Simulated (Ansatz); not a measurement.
Start from `[AlH2][CH]([AlH2])[GeH3]` and change one atom or group to get `[AlH2][CH2][GeH3]`.

Ansatz, PBE0-D4/def2-TZVP geometries, multiplicity 1. 

Scalar relativity is left out up to krypton.

```json
{"property": "HOMO–LUMO gap (ωB97M-V/def2-TZVPP) / eV", "`[AlH2][CH]([AlH2])[GeH3]`": "9.54"}
{"property": "HOMO energy (PBE/def2-TZVPP) / eV", "`[AlH2][CH]([AlH2])[GeH3]`": "-6.68"}
{"property": "LUMO energy (B3LYP/def2-TZVPP) / eV", "`[AlH2][CH]([AlH2])[GeH3]`": "-2.18"}
{"property": "size of the dipole moment (B3LYP/def2-TZVPP) / D", "`[AlH2][CH]([AlH2])[GeH3]`": "0.74"}
{"property": "HOMO–LUMO gap (PBE0/def2-TZVPP) / eV", "`[AlH2][CH]([AlH2])[GeH3]`": "5.85"}
{"property": "LUMO energy (PBE0/def2-TZVPP) / eV", "`[AlH2][CH]([AlH2])[GeH3]`": "-1.99"}
```

Give the same properties after the change, and the shifts. (Estimate.)

Ansatz gave: 
```csv
property,`[AlH2][CH2][GeH3]`,shift
HOMO–LUMO gap (ωB97M-V/def2-TZVPP) / eV,10.28,0.74
HOMO energy (PBE/def2-TZVPP) / eV,-6.79,-0.11
LUMO energy (B3LYP/def2-TZVPP) / eV,-1.67,0.51
size of the dipole moment (B3LYP/def2-TZVPP) / D,0.97,0.23
HOMO–LUMO gap (PBE0/def2-TZVPP) / eV,6.54,0.69
LUMO energy (PBE0/def2-TZVPP) / eV,-1.45,0.54
```

With PBE0 the HOMO falls by 0.15 eV and the LUMO rises by 0.54 eV, so the gap widens by about 0.69 eV. PBE moves the HOMO by -0.11 eV and ωB97M-V by -0.19 eV. Dipoles are sizes alone; their direction can turn.

B3LYP here is the variant with VWN-RPA as its local correlation; programs differ in this.
